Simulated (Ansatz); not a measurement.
Start from `C[NH][In]([CH3])[Cl]` and change one atom or group to get `[CH3][In]([OH])[Cl]`.

Ansatz, PBE0-D4/def2-TZVP geometries, multiplicity 1. Each molecule was computed in one conformer, which needn't be the lowest.

Elements past krypton have def2 core potentials.

| property | `C[NH][In]([CH3])[Cl]` |
| --- | --- |
| LUMO energy (PBE0/def2-TZVPP) / eV | -0.75 |
| LUMO energy (ωB97M-V/def2-TZVPP) / eV | 0.67 |
| HOMO–LUMO gap (B3LYP/def2-TZVPP) / eV | 5.29 |
| size of the dipole moment (ωB97M-V/def2-TZVPP) / D | 3.36 |
| HOMO–LUMO gap (ωB97M-V/def2-TZVPP) / eV | 9.56 |
| HOMO energy (B3LYP/def2-TZVPP) / eV | -6.36 |

Question: What does the change do to each property? (Best estimate.)

Answer: Ansatz gave: 
```csv
property,`[CH3][In]([OH])[Cl]`,shift
LUMO energy (PBE0/def2-TZVPP) / eV,-1.29,-0.54
LUMO energy (ωB97M-V/def2-TZVPP) / eV,0.41,-0.26
HOMO–LUMO gap (B3LYP/def2-TZVPP) / eV,6.33,1.04
size of the dipole moment (ωB97M-V/def2-TZVPP) / D,4.53,1.17
HOMO–LUMO gap (ωB97M-V/def2-TZVPP) / eV,10.83,1.27
HOMO energy (B3LYP/def2-TZVPP) / eV,-7.95,-1.59
```

With PBE0 the HOMO falls by 1.65 eV and the LUMO falls by 0.54 eV, so the gap widens by about 1.11 eV. PBE moves the HOMO by -1.58 eV and ωB97M-V by -1.54 eV. Dipoles are sizes alone; their direction can turn.

B3LYP here is the variant with VWN-RPA as its local correlation; programs differ in this.
